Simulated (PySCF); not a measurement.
Compound: C6H8FNO2.
Numbering: `[CH3:1][O:2][CH2:3][CH2:4][C@@:5]1([C:6]#[N:7])[O:8][C@@H:9]1[F:10]`

Geometry (GFN2-xTB, Å), atoms numbered from 1 in this order:
```
atom  x, y, z in Å
C1     1.7065    0.3433   -1.6952
O2     0.4942   -0.3322   -1.4531
C3     0.5220   -1.2136   -0.3580
C4     0.3451   -0.5031    0.9944
C5    -1.0378    0.1176    1.0978
C6    -2.0893   -0.8170    1.3892
N7    -2.8966   -1.5916    1.6191
O8    -1.1481    1.4000    1.6980
C9    -1.3734    1.3463    0.3521
F10   -2.6413    1.5518   -0.0522
H11    1.9728    1.0253   -0.8795
H12    2.5296   -0.3652   -1.8433
H13    1.5576    0.9182   -2.6068
H14    1.4615   -1.7832   -0.3474
H15   -0.3078   -1.9090   -0.5166
H16    0.4808   -1.2247    1.8017
H17    1.0888    0.2873    1.1122
H18   -0.6733    1.8249   -0.3242
```

Definitions: NICS(0) = −σiso at the ring centroid; NICS(1) = −σiso and NICS(1)zz = −σzz at ±1 Å along the ring normal z. Level: GIAO PBE0/pcSseg-1 (PySCF, non-relativistic, gas phase) on the GFN2-xTB geometry, one conformer.

Ring bond lengths (Å), with Mayer bond orders in brackets: C5–O8 1.420 (0.88), O8–C9 1.366 (1.01), C9–C5 1.476 (0.91).

Q: What do the NICS probes read (ppm)?

A: 
```csv
ring,type,NICS(0),"NICS(1), two faces","NICS(1)zz, two faces",rms pucker (Å),"centre to ring atoms, mean (Å)"
C5–O8–C9,3-membered ring with O; formal bonds all single,-44.1,-5.7 / -7.7,-14.9 / -21.2,0.00,0.82
```

Q: What can be read from them?

A: 
- C5–O8–C9: mean NICS(1)zz -18.1 ppm, shielded. C5, C9 have four or more neighbours, so the value isn't read as a sign of a π ring current. The two faces differ by 6.3 ppm, so no symmetry operation interchanges them. NICS(0) lies 37 ppm below the mean NICS(1).

Q: At the first NICS(1) probe listed for ring C5–O8–C9, 1 Å off the ring, how large is the induced field along the normal in 11.7 T applied along it?

A: NICSzz × B0 = -14.9 ppm × 11.7 T = -174 μT, against the applied field.

Q: List the ring angles and the Hirshfeld charges of the ring atoms.

A: 
- C5–O8–C9: C5 56.2° (+0.074 e), O8 63.9° (-0.136 e), C9 59.8° (+0.120 e); sum 180.0° against 180° for a flat convex ring.
